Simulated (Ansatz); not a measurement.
Cost and result for the atomization energy of CH$_{6}$InN, SMILES `N[CH2][InH2]` (9 atoms, 8 bonds).

```xyz
9

N     1.040    0.648   -0.807
C     0.614   -0.087    0.378
In   -1.550   -0.242    0.414
H     0.715    0.204   -1.656
H     2.051    0.698   -0.869
H     0.899    0.476    1.271
H     1.055   -1.090    0.491
H    -2.381   -0.219   -1.108
H    -2.444   -0.387    1.887
```

Charge 0, multiplicity 1. Correlated methods include outer-core shells of In, which these sets cover unevenly. In takes the def2 core potential. The structure was optimised at the PBE0-D4/def2-TZVP level. It is one conformer, not always the lowest. Program: Ansatz. Hardware: A = 2 threads of an AMD EPYC 7R13 on a shared host; B = 2 threads of an AMD EPYC 7R13 on a shared host and a share of an NVIDIA H100 80 GB. Times are those of one run each, without the atoms' runs, and a repeat can differ threefold. Electronic energies, without spin–orbit coupling; frozen cores. CCSD(T)/CBS adds CCSD(T) − MP2 in def2-TZVPP to the MP2 limit, and its time is that of the two runs behind it. T1 = 0.012. With those shells the extrapolation isn't a true limit. HSE06 is the plane-wave form, built on full-range PBE exchange.

CCSD(T)/CBS is a level of theory with its own doubt, some kJ/mol a heavy atom from the limit and from the frozen cores, so smaller differences don't rank the functionals.

```csv
level,functions,wall time
LDA (SPW92)/def2-TZVPP [A],196,1.1 s
PBE-D4/def2-TZVPP (with forces) [A],196,2.3 s
PBE0-D4/def2-TZVPP [A],196,2.3 s
HSE06-D4/def2-TZVPP [A],196,2.7 s
CAM-B3LYP-D4/def2-TZVPP [A],196,2.8 s
CCSD(T)/def2-SVP [A],84,3.6 s
r2SCAN-D4/def2-TZVPP (with forces) [A],196,3.8 s
B2PLYP/def2-TZVPP [A],196,4.5 s
PBE-QIDH/def2-TZVPP [A],196,4.6 s
B97M-V/def2-TZVPP [A],196,7 s
CCSD(T)/def2-TZVPP [B],196,9 s
CCSD(T)/def2-QZVPP [B],376,17 s
CCSD(T)/CBS(def2),–,26 s
```

Q: What atomization energy does each give, and how far from CCSD(T)/CBS? (Best estimate.)

A: Ansatz gave: 
```json
{"level": "LDA (SPW92)/def2-TZVPP [A]", "atomization (kJ/mol)": "3046.2", "difference from CCSD(T)/CBS": "380.7", "per bond": "47.6"}
{"level": "PBE-D4/def2-TZVPP (with forces) [A]", "atomization (kJ/mol)": "2688.8", "difference from CCSD(T)/CBS": "23.3", "per bond": "2.9"}
{"level": "PBE0-D4/def2-TZVPP [A]", "atomization (kJ/mol)": "2649.4", "difference from CCSD(T)/CBS": "-16.1", "per bond": "-2.0"}
{"level": "HSE06-D4/def2-TZVPP [A]", "atomization (kJ/mol)": "2650.7", "difference from CCSD(T)/CBS": "-14.8", "per bond": "-1.9"}
{"level": "CAM-B3LYP-D4/def2-TZVPP [A]", "atomization (kJ/mol)": "2677.0", "difference from CCSD(T)/CBS": "11.5", "per bond": "1.4"}
{"level": "CCSD(T)/def2-SVP [A]", "atomization (kJ/mol)": "2486.7", "difference from CCSD(T)/CBS": "-178.8", "per bond": "-22.3"}
{"level": "r2SCAN-D4/def2-TZVPP (with forces) [A]", "atomization (kJ/mol)": "2645.7", "difference from CCSD(T)/CBS": "-19.8", "per bond": "-2.5"}
{"level": "B2PLYP/def2-TZVPP [A]", "atomization (kJ/mol)": "2619.3", "difference from CCSD(T)/CBS": "-46.2", "per bond": "-5.8"}
{"level": "PBE-QIDH/def2-TZVPP [A]", "atomization (kJ/mol)": "2625.3", "difference from CCSD(T)/CBS": "-40.2", "per bond": "-5.0"}
{"level": "B97M-V/def2-TZVPP [A]", "atomization (kJ/mol)": "2666.0", "difference from CCSD(T)/CBS": "0.5", "per bond": "0.1"}
{"level": "CCSD(T)/def2-TZVPP [B]", "atomization (kJ/mol)": "2594.6", "difference from CCSD(T)/CBS": "-70.9", "per bond": "-8.9"}
{"level": "CCSD(T)/def2-QZVPP [B]", "atomization (kJ/mol)": "2638.6", "difference from CCSD(T)/CBS": "-26.9", "per bond": "-3.4"}
{"level": "CCSD(T)/CBS(def2)", "atomization (kJ/mol)": "2665.5", "difference from CCSD(T)/CBS": "0.0", "per bond": "0.0"}
```

From r2SCAN to r2SCAN0 (25 % exact exchange), in def2-TZVPP and without D4, the atomization energy moves by −33.1 kJ/mol: exact exchange takes away binding that semilocal exchange gives to molecules. At CCSD(T), def2-SVP lies −178.8 kJ/mol from the extrapolated value and def2-TZVPP −70.8 kJ/mol: correlation converges slowly with the basis, and small sets miss more of it in the bonded molecule than in its fragments. The D4 term adds +22.0 kJ/mol with B3LYP and +11.4 kJ/mol with PBE0; it sums over pairs of atoms, weighted by their polarisabilities, and B3LYP, whose exchange is more repulsive, gets the larger term.

B3LYP here is the variant with VWN-RPA as its local correlation; programs differ in this.

Spin–orbit coupling would lower the free In atoms strongly, and the atomization energy with them, by more than many differences here.
